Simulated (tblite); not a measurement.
Species: C7H8F (doublet state).
Z-matrix (Å and degrees, GFN2-xTB geometry), rows numbered from 1:
```
C 
C   1  1.3089
C   2  1.5275  1  119.64
F   3  1.3738  2  111.43  1   115.83
C   2  1.4751  1  123.35  3   179.99
C   5  1.3385  2  122.61  1  -179.70
C   5  1.4629  2  118.18  1     0.09
C   7  1.3220  5  124.24  2    -0.01
H   1  1.0687  2  133.70  3     0.13
H   3  1.0939  2  110.56  1    -2.56
H   3  1.0955  2  110.86  1  -124.90
H   6  1.0771  5  120.70  2   179.66
H   6  1.0743  5  123.74  2     0.88
H   7  1.0836  5  114.75  2  -179.78
H   8  1.1066  7  116.03  5     0.12
H   8  1.0752  7  124.60  5  -179.54
```

Level: GFN2-xTB in tblite, geometry and Hessian alike; calculated harmonic values, unscaled, isolated species. This tight-binding method is rough: wavenumbers can miss measured ones by several per cent, in bad cases by 10 to 20. One conformer, not necessarily the lowest. Open shells enter through the occupations alone, without spin polarisation, and single modes of such species can be off by tens of per cent.

Harmonic wavenumbers (cm⁻¹): 41.8, 98.9, 162.2, 214.1, 253.4, 326.0, 390.0, 421.2, 453.2, 510.8, 561.7, 652.0, 724.3, 733.3, 750.4, 803.9, 868.6, 884.9, 896.8, 950.2, 981.0, 991.1, 1026.4, 1089.2, 1199.3, 1245.5, 1272.3, 1298.1, 1314.3, 1418.0, 1443.5, 1637.0, 1662.5, 1673.2, 2638.4, 2927.8, 2958.7, 3033.2, 3112.2, 3121.5, 3152.7, 3154.4.

A = 3585, B = 1546, C = 1150 MHz; mass 111.061 u (most abundant isotopes); point group C1, symmetry number 1; spin multiplicity 2.

Task: Zero-point energy?

Result: Half the sum of the wavenumbers: 26524 cm⁻¹ = 317.30 kJ/mol.

Task: Give the ideal-gas entropy at 298.15 K and 1 bar in the rigid-rotor, harmonic-oscillator model (classical rotation).

Result: Translation 167.60, rotation 118.46, vibration 94.07, spin (R ln 2) 5.76: S = 385.9 J/(mol K).

Task: And Cp and H(298.15 K) − H(0)?

Result: Cp = 142.33 J/(mol K), of which vibrations give 109.07 (their classical limit is 42 R = 349.2); H(298.15 K) − H(0) = 25.24 kJ/mol without the zero-point energy, 15.32 from vibrations.

Task: Blend soft modes into free rotors: weight 1/[1 + (100 cm⁻¹/ν̃)⁴] for the oscillator and the rest for a rotor with moment μB/(μ + B), μ = h/(8π²ν), B = 10⁻⁴⁴ kg m². What vibrational entropy results?

Result: 86.89 J/(mol K) in place of 94.07, which changes −T·S at 298.15 K by +2.14 kJ/mol.

Task: How do the functions run with temperature in this model?

Result: 
```json
{"T (K)": "150", "S (J/(mol K))": "310.7", "Cp (J/(mol K))": "83.7", "H − H(0) (kJ/mol)": "8.52", "G − H(0) (kJ/mol)": "-38.08", "ln q(vib)": "2.18"}
{"T (K)": "250", "S (J/(mol K))": "362.6", "Cp (J/(mol K))": "123.2", "H − H(0) (kJ/mol)": "18.85", "G − H(0) (kJ/mol)": "-71.79", "ln q(vib)": "4.14"}
{"T (K)": "400", "S (J/(mol K))": "433.0", "Cp (J/(mol K))": "179.2", "H − H(0) (kJ/mol)": "41.67", "G − H(0) (kJ/mol)": "-131.54", "ln q(vib)": "7.28"}
{"T (K)": "600", "S (J/(mol K))": "516.6", "Cp (J/(mol K))": "232.8", "H − H(0) (kJ/mol)": "83.25", "G − H(0) (kJ/mol)": "-226.70", "ln q(vib)": "11.55"}
{"T (K)": "900", "S (J/(mol K))": "621.2", "Cp (J/(mol K))": "282.3", "H − H(0) (kJ/mol)": "161.17", "G − H(0) (kJ/mol)": "-397.94", "ln q(vib)": "17.66"}
```

q(vib) and H(0) count from the zero-point level.

Task: Which modes carry the vibrational entropy at 298.15 K?

Result: 41.8 cm⁻¹: 21.64; 98.9 cm⁻¹: 14.54; 162.2 cm⁻¹: 10.56; 214.1 cm⁻¹: 8.40; 253.4 cm⁻¹: 7.14; 326.0 cm⁻¹: 5.35 J/(mol K); the other 36 give 26.43 together.

Task: What must be added to the electronic energy to get the Gibbs energy at 298.15 K and 1 bar?

Result: ZPE + [H(298.15 K) − H(0)] − T·S = 317.30 + 25.24 − 115.05 = 227.49 kJ/mol.

Hindered rotation and anharmonicity are outside this model. Other conformers, if any are populated, would add a mixing term that is left out. The structure is chiral; the term R ln 2 for an equal mix with its mirror image is left out.
